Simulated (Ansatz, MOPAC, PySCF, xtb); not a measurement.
Bond stretch in CH3I, SMILES IC. The C1–I5 bond (C1 also carries H, H, H; I5 carries nothing else) is varied alone, starting from the PBE0/def2-TZVP, def2 effective core potentials past Kr optimised geometry.

Levels: GFN1-xTB (xtb); UKS-PBE0 = PySCF with unrestricted PBE0/def2-SVP, def2 effective core potentials past Kr; RKS-PBE = restricted PBE/def2-SVP, def2 effective core potentials past Kr in Ansatz (a quantum-chemistry and plane-wave program); PM6, restricted, heats of formation (MOPAC).

Energies are in kJ/mol, each relative to the lowest point of its own curve near equilibrium.

```tsv
R / Å	GFN1-xTB	UKS-PBE0	RKS-PBE	PM6
1.59	892.1	558.8	571.4	389.3
1.72	399.9	258.8	270.2	201.1
1.79	246.6	159.8	169.9	131.0
1.91	91.6	57.1	64.3	50.8
2.01	28.8	15.8	___	14.9
2.04	___	9.0	12.5	8.6
2.13	1.2	0.0	0.7	0.0
2.18	0.0	0.8	0.0	1.0
2.24	4.2	5.9	3.2	6.5
2.32	17.2	18.0	12.7	20.1
2.48	59.3	53.4	43.0	61.9
2.66	119.1	101.3	85.3	121.8
2.84	180.3	150.2	128.8	185.3
3.16	272.6	216.9	198.7	289.9
3.53	___	253.6	261.1	384.5
3.87	378.1	269.9	301.9	___
4.26	—	___	333.5	491.8
4.71	—	283.3	355.8	524.9
5.20	—	285.1	369.4	547.5
5.80	—	___	377.8	565.8
6.34	—	286.1	381.2	578.0
7.48	—	286.2	383.0	597.0
```

### Question
Fill in the missing entries.

### Answer

- 2.01, RKS-PBE: 20.2
- 2.04, GFN1-xTB: 17.9
- 3.53, GFN1-xTB: 342.7
- 3.87, PM6: 445.5
- 4.26, UKS-PBE0: 278.9
- 5.80, UKS-PBE0: 285.8

A dash means that the run gave no value there, or that the column was ended at a point which the program doubted or which failed a test of continuity chosen for this set; such a test can also cut sound points.

The unrestricted determinant behind UKS-PBE0 is spin-contaminated at 3.16 to 7.48 Å (<S²> up to 1.0, against 0.00 for a pure singlet). The restricted form behind RKS-PBE, PM6 keeps the bonding electrons paired and can't separate into open-shell fragments.
